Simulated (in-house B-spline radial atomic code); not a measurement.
Lu²⁺. Computed with a B-spline radial atomic code. Model: non-relativistic spherical atom: semilocal Troullier-Martins pseudo-atom, one channel per l, against all electrons, high spin, G0W0 and RPA with empty states to l = 8, local potential for every l without a channel, a model core (radius 0 = none) keeps its share of the functional.

Without relativity these are model numbers for so heavy an element.

What the tables leave out is listed at the end.

The pseudopotential gives back the lowest level of each angular momentum of its own functional in the configuration it was made in; a second state of the same l is only approximately right. Exact exchange, RPA and GW see the smooth pseudo-orbitals and miss the exchange with the core, for which the functional's share stands in. The column with an uncorrelated core keeps all orbitals and exact exchange, and so separates missing core correlation from pseudisation. Only the three outermost levels and the lowest empty one were computed. RPA here is direct RPA, with no exchange kernel, and its energies carry an (l + 1/2)⁻⁴ tail. A hybrid on a potential with a model core restores only its own semilocal share of the core's exchange.

Command:
```bash
python run_psgw.py task.json out
```
Settings (lengths in bohr, energies in hartree):
```
Z                      71
electrons              69
configuration          [Xe] 4f14 6s1
generated_in           [Xe] 4f14 5d1 6s2
functional             pbe,pbe
core_shells            9
radius_factor          1.15
core_correction        True
ion_configuration      [Xe] 4f14
```

Run time, properties included: 80 s on 1 thread of Arm Neoverse N1 (shared host).

Given: made with PBE; model core radius 0.671 bohr; local radius 1.411 bohr; mean-field start PBE0.

Valence shells of the generating configuration: 5s, 5p, 4f, 6s, 5d.

Channel: s 1.297, p 1.428, d 2.056, f 1.81 (radii in bohr).

Computed: largest level miss in the spin-unpolarised generating configuration 0.038 eV; valence RPA correlation energy all-electron orbitals -1.7421 hartree; valence RPA correlation energy pseudo -2.4433 hartree; all-electron RPA polarisability, core included 26.066 bohr³; ionisation by mean-field all-electron 19.621 eV; ionisation by mean-field pseudo minus all 0.134 eV; ionisation by RPA all-electron 20.126 eV.

```
        level  occupied  mean-field all-electron (eV)  mean-field pseudo minus all (eV)  G0W0 all-electron (eV)  G0W0 uncorrelated core minus all (eV)  G0W0 pseudo minus all (eV)  exchange self-energy all-electron (eV)  exchange self-energy pseudo (eV)
        6s up         1                       -17.402                            -0.113                 -20.135                                  0.004                      -0.142                                 -9.8042                           -9.3699
      4f down         1                        -36.26                             3.101                  -42.28                                 -0.191                       7.651                                 -80.663                           -41.169
5d up (empty)         0                       -16.678                            -0.495                 -13.617                                 -0.028                      -0.468                                 -8.8633                           -8.9974
```

Question: What is the pseudo-atom RPA polarisability?

Answer: 25.654 bohr³.

Question: What is the ionisation by RPA pseudo minus all?

Answer: 0.344 eV.

Among the listed levels the largest G0W0 shift of the pseudo-atom is +7.65 eV, for 4f down on the PBE0 start, while leaving the core uncorrelated moves that level by -0.19 eV. So pseudisation and the lost core exchange, not the missing core correlation, make the error. Not in the tables (levels of low weight, unsolved or above zero; the highest and the empty levels are kept at any weight): the PBE start was refused, since an empty level lay at or below an occupied one; on PBE0 the G0W0 levels 4f up (pseudo minus all +7.94 eV, weights 0.35 and 0.82); no Hartree-Fock pseudo-atom is run with a model core.
